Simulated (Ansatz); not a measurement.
`[CH3][Zn][N](C)C` + `C=CN[SiH2]Cl` → `C=CN(C)[SiH2]Cl` + `C[N](C)[ZnH]`  (substitution at a C–Zn bond)

Isolated molecules relaxed with PBE0-D4/def2-TZVP in Ansatz; ΔE leaves out vibrations. CBS: MP2 limit from def2 TZ/QZ plus the TZ coupled-cluster correction, frozen cores. Functionals use def2-TZVPP. For Zn outer-core shells are correlated without core-valence functions, which leaves a few kJ/mol of doubt a bond. Scalar relativity is left out up to krypton. One conformer a species, not always the lowest.

```tsv
level	ΔE (kcal/mol)
PBE-QIDH	11.8
MP2/def2-TZVPP	12.1
```

Question: What does CCSD(T)/CBS give? (Best estimate.)

Answer: The calculation gave: +12.3 kcal/mol. The listed levels differ from it by -0.5, -0.2 kcal/mol.

Largest T1 diagnostic among the species: 0.015.

At CCSD(T), def2-SVP lies −3.3 kcal/mol from the extrapolated value and def2-TZVPP −1.1 kcal/mol. From BLYP to BHLYP (50 % exact exchange), in def2-TZVPP and without D4, ΔE moves by −1.7 kcal/mol. Leaving LDA and LC-ωPBE aside and taking each functional with its dispersion term where it has one, the values, not all of them listed here, spread over 2.9 kcal/mol, from revPBE-D4 to B2PLYP. LDA lies −3.3 kcal/mol from PBE without D4.
